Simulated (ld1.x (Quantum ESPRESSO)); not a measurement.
**Which change was made? (Al, TM)**

* Element: aluminium
* Generator: ld1.x (Quantum ESPRESSO) 7.5
* Type: norm-conserving Troullier–Martins (Kleinman–Bylander form)
* Functional: LDA (PZ)
* Relativity: scalar-relativistic
* Frozen core: [Ne]
* Valence charge: 3
* Reference configuration: 3s1.75 3p1.25
* Partial waves: 3s (bound): rc 1.85 bohr; 3p (bound): rc 2.45 bohr; 3d channel at -0.1 Ry: rc 2.65 bohr
* Local potential: all-electron potential smoothed inside 1.45 bohr (lloc = -1)
* Core correction: none

Cutoffs, loose and tight: the cutoffs (Ry, on a coarse ladder) from which the occupation-weighted sum of valence levels, in a spherical-Bessel basis at the reference potential, stays within 10 and 1 mRy of its value at 400 Ry. They do not see the model core or the augmentation charge, which bear on the density cutoff. Test errors are all-electron minus pseudo excitation energies from the reference, over the configurations 3s2 3p1; 3s2 3p0; 3s1 3p0; 3s2 3p0.5; 3s2 3p1.3; 3s1 3p1; 3s0 3p3 (two spin-polarised tests are not counted in the largest error); variants that change the core or the reference have their own tests.

The base gives: outcome: generated; cutoff, loose: 10 Ry; cutoff, tight: 30 Ry; bound ghosts: none; largest test error (meV): +87.

After one change the result is: outcome: generated; cutoff, loose: 10 Ry; cutoff, tight: 30 Ry; bound ghosts: none; largest test error (meV): +57. Which change was it?
A. core correction a·sin(br)/r model core inside 1.72 bohr
B. core correction a·sin(br)/r model core inside 1.20 bohr
C. core correction a·sin(br)/r model core inside 1.98 bohr

C. The others give: core correction a·sin(br)/r model core inside 1.20 bohr → outcome: generated; cutoff, loose: 10 Ry; cutoff, tight: 30 Ry; bound ghosts: none; largest test error (meV): +24 | core correction a·sin(br)/r model core inside 1.72 bohr → outcome: generated; cutoff, loose: 10 Ry; cutoff, tight: 30 Ry; bound ghosts: none; largest test error (meV): +39.
